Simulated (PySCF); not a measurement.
## Polarisability and C₆ of O⁺ (oxygen, charge +1)

[He] 2s2 2p3, high-spin 4S determinant. All numbers are calculated (PySCF 2.14, scalar relativity by spin-free X2C-1e, in aug-cc-pCVTZ-DK with one added diffuse shell each of s, p, d, f type (8s7p5d3f, 75 functions)). Coupled (time-dependent) response in atomic units; α is the mean over directions.

```tsv
method	mean α (bohr³)	C₆ (like pair)	S(−4)
UHF	2.635	4.991	4.955
PBE	2.689	5.323	4.300
PBE0	2.640	5.165	4.260
CAM-B3LYP	2.616	5.138	3.982
TPSSh	2.670	5.284	4.261
```

S(−4) is the Cauchy moment in α(ω) = α(0) + S(−4) ω² + …

α(iu) at TPSSh:

| u (hartree) | α(iu) (bohr³) |
| --- | --- |
| 0 | 2.670 |
| 0.0500 | 2.659 |
| 0.100 | 2.628 |
| 0.200 | 2.515 |
| 0.300 | 2.357 |
| 0.500 | 2.003 |
| 0.750 | 1.609 |
| 1.00 | 1.301 |
| 1.50 | 0.8827 |
| 2.00 | 0.6302 |
| 3.00 | 0.3623 |
| 5.00 | 0.1625 |

For an ion, C₆ is the dispersion term alone; charge-induced terms of lower order in 1/R come first.
